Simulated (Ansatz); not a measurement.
Coupled-cluster run, CH3ClN2Si, SMILES `N[SiH]1N=C1Cl`.

```yaml
crystal:
  periodic: [false, false, false]
  atoms:
    - {symbol: N, position_ang: [-0.538728, -0.106628, 1.412843]}
    - {symbol: Si, position_ang: [0.544842, -0.003021, 0.128840]}
    - {symbol: N, position_ang: [0.321999, 1.174110, -1.180872]}
    - {symbol: C, position_ang: [0.089869, -0.016496, -1.577347]}
    - {symbol: Cl, position_ang: [-0.453027, -0.524052, -3.135456]}
    - {symbol: H, position_ang: [-1.528939, 0.046764, 1.329183]}
    - {symbol: H, position_ang: [-0.241004, -0.305438, 2.352096]}
    - {symbol: H, position_ang: [1.897288, -0.322341, 0.615014]}
basis:
  gaussian: {orbitals: def2-TZVPP}
correlation: {method: ccsd_t}
output: {orbitals: {seedname: orbitals}}
```

```sh
$ ansatz run in.yaml --threads 2 --pin off --events-out ev --progress --plain --max-ram 4352MiB
```

Output of Ansatz, abridged:

```
Functional definition: HF
1309 factors; integrals over basis functions are off by at most 1.1e-3 eV
mean field evaluation 1: about -24404.1150 eV, gradient 4.5e1 eV
mean field evaluation 2: about -24404.4397 eV, gradient 4.6e1 eV
mean field evaluation 4: about -24408.9511 eV, gradient 5.0e0 eV
mean field evaluation 8: about -24409.0685 eV, gradient 6.3e-1 eV
mean field evaluation 16: about -24409.0725 eV, gradient 2.7e-6 eV
mean field -24409.07254853 eV, -897.0168710950 hartree, gradient 2.6e-6 eV, S^2 0.000000; 0 other end points of the search recorded, 0 dependent functions left out
13 core orbitals not correlated: weight in the atoms' cores, before any rotation towards them, 1.000 or more for the frozen orbitals, at most 0.000 for the correlated occupied ones
reference -24409.07254853 eV, -897.0168710950 hartree; 14, 14 occupied and 192, 192 virtual orbitals, 1309 factors
second order -23.43502259 eV of doubles, -0.00000000 eV of singles
cycle   1  -23.51567097 eV  change   -8.1e-2 eV  update   1.1e-1
cycle   2  -24.13396517 eV  change   -6.2e-1 eV  update   3.5e-2
cycle   3  -24.27279994 eV  change   -1.4e-1 eV  update   1.7e-2
cycle   4  -24.25909774 eV  change    1.4e-2 eV  update   4.7e-3
cycle   5  -24.25842438 eV  change    6.7e-4 eV  update   2.4e-3
cycle   6  -24.25893928 eV  change   -5.1e-4 eV  update   7.6e-4
cycle   7  -24.25852609 eV  change    4.1e-4 eV  update   3.4e-4
cycle   8  -24.25844948 eV  change    7.7e-5 eV  update   1.3e-4
cycle   9  -24.25847686 eV  change   -2.7e-5 eV  update   5.4e-5
cycle  10  -24.25844642 eV  change    3.0e-5 eV  update   2.5e-5
perturbative correction -1.17828889 eV, -0.0433013181 hartree
Total energy: -24434.50928385 eV, -897.9516538761 hartree
```

It took 97 s on 2 threads of an AMD EPYC 7R32 on a shared host, with 3.2 GiB of host memory at the peak.

Correlation energy per correlated electron: -0.908 eV. T1 diagnostic: 0.0134.
